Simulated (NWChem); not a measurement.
A series in which one site is exchanged, each optimised at PBE0/def2-SVP with NWChem, gas phase unless a solvent is named. Some are not confirmed as minima by frequencies. def2 effective core potentials on In; no spin-orbit coupling.

A: [Cl][InH][Cl] (InHCl₂; site = Cl)
B: [Cl][InH2] (InH2Cl; site = H)
C: [InH]([Br])[Cl] (InHBrCl; site = Br)
D: [F][InH][Cl] (InHClF; site = F)

**Question.** Rank them by orbital gap (eV), PBE0/def2-SVP, lowest first.

**Answer.** B (6.11), C (6.41), A (6.86), D (7.10)
